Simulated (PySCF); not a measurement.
# Interval between two levels of In²⁺ by level of theory

In²⁺ [Kr] 4d10 5s1 [2S1/2, M_J = 1/2] → In²⁺ [Kr] 4d9 5s1 5p1 [4F9/2, M_J = 9/2], as a difference of total energies. Calculation: PySCF 2.14, in x2c-TZVPall-2c (8s9p5d2f, 74 functions); the two-component X2C-1e Hamiltonian. Correlated levels: [Ar] 3d10 frozen; the 6 highest virtual spinors dropped. "Screened" scales the spin-orbit matrix elements by Boettger's factors to mimic the two-electron term; Breit and QED terms are absent.

| method | interval between two levels (cm⁻¹) |
| --- | --- |
| GHF (spin-free) | 161980 |
| GMP2 (spin-free) | 169410 |
| GHF (screened spin-orbit) | 160690 |
| GMP2 (screened spin-orbit) | 168110 |

The labels give the starting determinants; with spin-orbit coupling the two ends relaxed to ⟨J²⟩ = 0.75, ⟨L²⟩ = 0.02, ⟨S²⟩ = 0.77 and ⟨J²⟩ = 24.76, ⟨L²⟩ = 12.03, ⟨S²⟩ = 3.77.
